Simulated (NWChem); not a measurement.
Species: SiCl cation, singlet

Results from NWChem. Pople sets run with spherical d functions. Low-valent species are run as closed-shell singlets; no triplet was tried in these runs. The level has its own optimisation; frequencies are unscaled.

What does the run give for B3LYP/6-31G*? Quantities: r Cl–Si (Å); highest harmonic frequency (cm⁻¹); zero-point energy (kcal/mol).


```json
{
  "r Cl–Si (Å)": "1.979",
  "highest harmonic frequency (cm⁻¹)": "647",
  "zero-point energy (kcal/mol)": "0.9"
}
```
